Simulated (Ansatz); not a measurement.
ClFH₄O₂Si₂, SMILES `O[Si@H](F)[Si@@H](O)Cl` from Hartree–Fock to CCSD(T)

| atom | x (Å) | y (Å) | z (Å) |
| --- | --- | --- | --- |
| O1 | 0.736 | -1.777 | -0.977 |
| Si2 | -0.075 | -1.066 | 0.250 |
| F3 | -1.660 | -1.214 | 0.033 |
| Si4 | 0.367 | 1.239 | 0.163 |
| O5 | -0.586 | 1.982 | -0.942 |
| Cl6 | -0.018 | 1.929 | 2.073 |
| H7 | 0.784 | -2.733 | -1.020 |
| H8 | 0.217 | -1.737 | 1.543 |
| H9 | 1.754 | 1.619 | -0.172 |
| H10 | -1.518 | 1.757 | -0.951 |

The species carries charge 0 and has multiplicity 1. Geometry: relaxed with PBE0-D4/def2-TZVP. It is one conformer, not always the lowest. Frozen core, restricted reference, Ansatz 0.2.0. CBS rows extrapolate triple and quadruple zeta; past MP2 they add the triple-zeta difference.

```json
{"basis": "def2-TZVPP", "HF (Eh)": "-1289.24075", "MP2 corr.": "-1.14960", "CCSD corr.": "-1.18975", "(T)": "-0.04223", "CCSD(T) total": "-1290.47273"}
{"basis": "def2-QZVPP", "HF (Eh)": "-1289.28435", "MP2 corr.": "-1.25357", "CCSD corr.": "–", "(T)": "–", "CCSD(T) total": "–"}
{"basis": "CBS(def2)", "HF (Eh)": "-1289.29035", "MP2 corr.": "-1.33059", "CCSD corr.": "-1.37074", "(T)": "as TZ", "CCSD(T) total": "-1290.70332"}
```
